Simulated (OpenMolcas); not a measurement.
# Cr²⁺: effect of the basis set

```
Program             : OpenMolcas
Method              : CASSCF
Active space        : 4 electrons in 6 orbitals (3d 4s)
State averaging     : 2S+1 = 5 even, 15 roots; 2S+1 = 3 even, 90 roots kept (CI in the orbitals of an earlier block); 2S+1 = 1 even, 84 roots kept (CI in the orbitals of an earlier block)
Spin-orbit coupling : state interaction with AMFI integrals over the reference wave functions, term energies averaged over their components
```

A. ANO-R2 [6s4p4d2f], X2C, finite nucleus; cost about 60 core-seconds
B. ANO-R3 [7s5p5d3f1g], X2C, finite nucleus; cost about 50 core-seconds
C. ANO-RCC-VQZP [7s6p4d3f2g1h], DKH2, point nucleus; cost about 70 core-seconds

Energies in cm⁻¹ above 3d⁴ ⁵D₀, the measured ground level; measured values from Sugar and Corliss, J. Phys. Chem. Ref. Data 6, 317 (1977).

```tsv
Level	A	B	C	Measured
3d⁴ ⁵D₀	0.0	0.0	0.0	0.0
3d⁴ ⁵D₁	70.4	69.3	70.4	62.2
3d⁴ ⁵D₂	209	206	209	183
3d⁴ ⁵D₃	411	405	411	357
3d⁴ ⁵D₄	673	663	673	576
3d⁴ ³H₄	21058	21062	21106	17274
3d⁴ ³H₅	21205	21206	21253	17397
3d⁴ ³H₆	21372	21371	21420	17531
3d⁴ ³P₀(1)	22801	22809	22855	16771
3d⁴ ³P₁(1)	23223	23225	23278	17169
3d⁴ ³P₂(1)	23999	23989	24054	17851
3d⁴ ³F₂(1)	24213	24212	24267	18452
3d⁴ ³F₃(1)	24271	24270	24325	18511
3d⁴ ³F₄(1)	24358	24356	24412	18583
3d⁴ ³G₃	26603	26603	26657	20704
3d⁴ ³G₄	26782	26779	26837	20853
3d⁴ ³G₅	26945	26940	26999	20996
3d⁴ ¹I₆	31678	31682	31750	26015
3d⁴ ¹G₄(1)	33379	33380	33456	25139
3d⁴ ³D₃	34442	34437	34505	25726
3d⁴ ³D₂	34502	34496	34566	25781
3d⁴ ³D₁	34563	34557	34627	25848
3d⁴ ¹S₀	38849	38850	38936	27372
3d⁴ ¹D₂(1)	41606	41599	41691	32152
```

Deviations, from unrounded energies. A percentage is the sum of absolute deviations over the sum of measured energies, with the sign that they share, or ± where signs differ.

```json
{"Against measurement": "mean absolute deviation (cm-1)", "Levels": "23", "A": "5500", "B": "5500", "C": "5500"}
{"Against measurement": "fine structure of the ground term (%)", "Levels": "4", "A": "+15.7", "B": "+14.0", "C": "+15.8"}
{"Against measurement": "other terms of the ground configuration (%)", "Levels": "19", "A": "+30.7", "B": "+30.6", "C": "+30.9"}
```

A, B, C lie about equally close to measurement. The largest miss of B in the table is 3d⁴ ¹S₀, by +11000 cm-1. The ranking rests on the paired levels alone, and a cruder setting can come out closer through cancelling errors.

Among A to C the level of the table that moves most is 3d⁴ ¹D₂(1), by 92 cm-1 (lowest in B, highest in C).

Without dynamic correlation excited terms often stand tens of per cent too high (terms of higher spin than the ground term too low), and those without a measured partner can miss by more than the paired ones. Terms from blocks run as CI alone lack orbitals of their own. Measured partners are found by configuration, term and J. A level has none where our copy of the source lacks it or the pairing is in doubt (some pairs that miss far off the trend of their configuration count as doubtful), and it then counts in no deviation. Only configurations of the active space appear. The table leaves out levels that lie high or whose names do not pair safely across all columns.

A number in round brackets counts repeated terms of one configuration in the order of the reference energies.
